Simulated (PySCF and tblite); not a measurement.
Values are calculated unless marked as measured or tabulated.
Stationary points of C6H10S2 at GFN2-xTB, in Å:

Structure A

```
 1 C    -2.310   -0.294    0.240
 2 S    -1.700    1.255    0.990
 3 C    -0.382    1.573   -0.246
 4 C    -0.114    0.325   -1.067
 5 C     0.751   -0.735   -0.424
 6 C     2.101   -0.398    0.140
 7 C     0.991   -0.821    1.052
 8 S    -1.767   -0.361   -1.478
 9 H    -1.904   -1.141    0.791
10 H    -3.396   -0.298    0.271
11 H     0.501    1.908    0.295
12 H    -0.738    2.380   -0.887
13 H     0.320    0.609   -2.032
14 H     0.678   -1.676   -0.958
15 H     2.409    0.637    0.152
16 H     2.913   -1.084   -0.044
17 H     1.040   -1.803    1.498
18 H     0.552   -0.078    1.701
```

Structure B

```
 1 C    -2.423   -0.532   -0.626
 2 S    -2.386    0.506    0.882
 3 C    -0.936    1.506    0.408
 4 C    -0.023    0.654   -0.454
 5 C     0.679   -0.425    0.321
 6 C     1.840   -1.143   -0.297
 7 C     2.072   -0.178    0.823
 8 S    -1.107   -0.036   -1.766
 9 H    -2.290   -1.572   -0.329
10 H    -3.378   -0.405   -1.131
11 H    -0.447    1.815    1.331
12 H    -1.290    2.382   -0.136
13 H     0.699    1.281   -0.982
14 H     0.019   -1.001    0.958
15 H     2.136   -0.850   -1.293
16 H     1.951   -2.198   -0.104
17 H     2.341   -0.567    1.793
18 H     2.534    0.770    0.592
```

Structure C

```
 1 C    -2.478   -0.397   -0.107
 2 S    -1.924    0.881    1.080
 3 C    -0.591    1.550    0.030
 4 C    -0.070    0.435   -0.859
 5 C     0.685   -0.681   -0.161
 6 C     2.185   -0.694   -0.155
 7 C     1.436   -0.483    1.123
 8 S    -1.574   -0.228   -1.666
 9 H    -2.290   -1.376    0.333
10 H    -3.539   -0.272   -0.310
11 H     0.170    1.957    0.691
12 H    -1.010    2.355   -0.576
13 H     0.528    0.863   -1.668
14 H     0.208   -1.647   -0.278
15 H     2.696    0.155   -0.584
16 H     2.694   -1.632   -0.314
17 H     1.409   -1.284    1.846
18 H     1.464    0.495    1.575
```

The path came from a restrained scan, a climbing-image band and a saddle search at GFN2-xTB; energies are revPBE/pcSseg-1 + D3(BJ)//GFN2-xTB, thermal terms GFN2-xTB.

Which structure is a saddle point, and along which motion?

C: one imaginary mode (73i cm⁻¹ at GFN2-xTB, mostly on C7, C6, H18), along the rotation about the C4–C5 bond (torsion C3–C4–C5–C6 from -166° to -53°, rising).

Give their symmetry and energies above the lowest.

A C1, 1.3 kcal/mol; B C1, 0.0 kcal/mol; C C1, 4.2 kcal/mol.
